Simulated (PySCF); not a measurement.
## Heteronuclear NMR

Geometry:
| atom | x (Å) | y (Å) | z (Å) |
| --- | --- | --- | --- |
| C1 | -2.511 | 1.862 | 0.186 |
| Si2 | -1.288 | 0.661 | -0.626 |
| C3 | -2.014 | -1.089 | -0.948 |
| Si4 | -0.837 | -1.919 | 0.318 |
| C5 | -0.078 | -0.167 | 0.648 |
| C6 | 1.309 | -0.042 | 0.341 |
| C7 | 2.477 | 0.052 | 0.042 |
| Si8 | 4.255 | 0.190 | -0.383 |
| H9 | -2.016 | 2.773 | 0.506 |
| H10 | -2.985 | 1.416 | 1.056 |
| H11 | -3.296 | 2.142 | -0.510 |
| H12 | -0.612 | 1.277 | -1.773 |
| H13 | -1.878 | -1.443 | -1.966 |
| H14 | -3.072 | -1.197 | -0.725 |
| H15 | 0.101 | -2.885 | -0.247 |
| H16 | -1.509 | -2.475 | 1.497 |
| H17 | -0.239 | 0.178 | 1.672 |
| H18 | 5.053 | -0.597 | 0.567 |
| H19 | 4.671 | 1.597 | -0.322 |
| H20 | 4.464 | -0.323 | -1.744 |

Method: geometry: GFN2-xTB, shielding tensors at PBE0/pcSseg-1 (GIAO), in PySCF 2.14 (a single conformation, equivalent nuclei averaged, relativity neglected, in vacuum).

**Question.** What are the 29Si shifts?

**Answer.** 
| atoms | environment | σ (ppm) | δ (ppm) |
| --- | --- | --- | --- |
| Si2 | silicon bonded to 3 C, H, in a 4-membered ring | 345.4 | -4.0 |
| Si4 | silicon bonded to 2 C, 2 H, in a 4-membered ring | 378.2 | -30.9 |
| Si8 | silicon bonded to C, 3 H | 450.5 | -90.3 |

Shieldings were converted by a linear fit to measured shifts: 29Si (scatter 8.9 ppm rms, 25.8 ppm with the 6 outliers that the fit left out vs TMS, solution or neat liquid). Occasional misses reach two or three times the rms, and more in compound classes unlike the fitted ones.

On a 500 MHz spectrometer 29Si resonates near 99.3 MHz, so 1 ppm is 99.3 Hz.
